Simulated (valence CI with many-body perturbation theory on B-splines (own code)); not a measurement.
## Ga18+: calculated level list

Calculated by relativistic CI+MBPT: three valence electrons over a frozen Dirac-Fock core [Ne], radial functions for each j: 11 s, 11 p, 10 d, 8 f, 5 g, 2 h, with the one-electron correlation potential Σ1 (screened to all orders), the two-electron term Σ2, the three-electron term Σ3, Breit, model QED; selected single and double excitations, second order for the rest, scaled by the run's own slope (own B-spline code, finite nucleus).

No measured spectrum was set against this ion. As an estimate, levels of excited configurations hold to 0.05 to 0.15 % of their energy, terms of the ground configuration to about 0.5 %.

Levels 1 to 45 of 153, with energies above the lowest level, 3s²3p ²P°_1/2. "Leading %" is the weight of the configuration and term that name the level; weights of strongly mixed levels are sums over their largest components and can fall short. Lifetimes count E1, E2, E3, M1 and M2 decay at the calculated energies, and are blank where another channel may lead or the interval is too uncertain; long ones can be off by a factor of two.

```tsv
No.	Configuration	Term	J	E (eV)	Leading %	Second component	Lifetime
1	3s²3p	²P°	1/2	0.00	98		
2	3s²3p	²P°	3/2	5.78	97		1.10 ms
3	3s3p²	⁴P	1/2	38.90	96		5.00 ns
4	3s3p²	⁴P	3/2	41.58	99		31.1 ns
5	3s3p²	⁴P	5/2	44.20	92	7 % 3s3p² ²D	5.91 ns
6	3s3p²	²D	3/2	52.77	85	11 % 3s²3d ²D	197 ps
7	3s3p²	²D	5/2	53.97	80	11 % 3s²3d ²D	334 ps
8	3s3p²	²S	1/2	62.18	50	46 % 3s3p² ²P	25.7 ps
9	3s3p²	²P	1/2	68.04	52	46 % 3s3p² ²S	23.0 ps
10	3s3p²	²P	3/2	69.46	94		15.8 ps
11	3s²3d	²D	3/2	80.01	85	12 % 3s3p² ²D	15.6 ps
12	3s²3d	²D	5/2	80.76	86	11 % 3s3p² ²D	18.5 ps
13	3p³	²D°	3/2	99.09	49	21 % 3s3p3d ²D°	68.8 ps
14	3p³	²D°	5/2	101.14	68	31 % 3s3p3d ²D°	150 ps
15	3p³	⁴S°	3/2	102.21	76	13 % 3p³ ²D°	22.1 ps
16	3s3p3d	⁴F°	3/2	108.88	96		732 ps
17	3s3p3d	⁴F°	5/2	110.11	96		667 ps
18	3p³	²P°	1/2	111.26	81	17 % 3s3p3d ²P°	37.3 ps
19	3s3p3d	⁴F°	7/2	111.96	96		685 ps
20	3p³	²P°	3/2	113.14	62	13 % 3s3p3d ²P°	37.8 ps
21	3s3p3d	⁴F°	9/2	114.79	100		
22	3s3p3d	⁴P°	5/2	116.84	60	29 % 3s3p3d ⁴D°	25.1 ps
23	3s3p3d	⁴D°	3/2	117.36	63	32 % 3s3p3d ⁴P°	19.7 ps
24	3s3p3d	⁴D°	1/2	117.59	89	9 % 3s3p3d ⁴P°	17.0 ps
25	3s3p3d	⁴D°	7/2	120.76	95		18.6 ps
26	3s3p3d	⁴D°	5/2	120.92	67	22 % 3s3p3d ⁴P°	18.9 ps
27	3s3p3d	⁴P°	1/2	121.07	90	9 % 3s3p3d ⁴D°	25.2 ps
28	3s3p3d	⁴P°	3/2	121.08	61	35 % 3s3p3d ⁴D°	22.1 ps
29	3s3p3d	²D°	3/2	122.87	71	18 % 3p³ ²D°	19.2 ps
30	3s3p3d	²D°	5/2	123.08	54	17 % 3s3p3d ⁴P°	22.2 ps
31	3s3p3d	²F°	5/2	125.99	85	12 % 3s3p3d ²D°	36.3 ps
32	3s3p3d	²F°	7/2	130.33	99		35.1 ps
33	3s3p3d	²P°	3/2	135.97	65	16 % 3s3p3d ²D°	12.7 ps
34	3s3p3d	²P°	1/2	138.81	88	10 % 3p³ ²P°	16.2 ps
35	3s3p3d	²F°	7/2	138.81	97		14.0 ps
36	3s3p3d	²F°	5/2	139.48	94		12.8 ps
37	3s3p3d	²P°	1/2	142.16	89	6 % 3p³ ²P°	10.3 ps
38	3s3p3d	²D°	3/2	142.65	53	38 % 3s3p3d ²P°	10.3 ps
39	3s3p3d	²D°	5/2	143.30	81	12 % 3p³ ²D°	9.12 ps
40	3s3p3d	²P°	3/2	143.38	68	19 % 3s3p3d ²D°	10.2 ps
41	3p²3d	⁴F	3/2	163.33	84	6 % 3p²3d ⁴D	39.8 ps
42	3p²3d	²F	5/2	163.93	84	10 % 3s3d² ²F	102 ps
43	3p²3d	⁴F	5/2	164.99	86	10 % 3p²3d ⁴D	38.8 ps
44	3p²3d	²F	7/2	165.72	70	10 % 3s3d² ²F	74.4 ps
45	3p²3d	⁴F	7/2	167.18	79	14 % 3p²3d ⁴D	39.0 ps
```

Names give the largest LS component (configuration and term), which can be under half, so a name can repeat, a term be missing and a line seem to break the LS rules; names also repeat where a configuration has a term twice.

The ionisation energy to 3s² ¹S0 of the next ion comes out as 681.89 eV (NIST: 677 ± 3 eV (semi-empirical)). All 153 levels together are meant to be complete up to 346.09 eV.
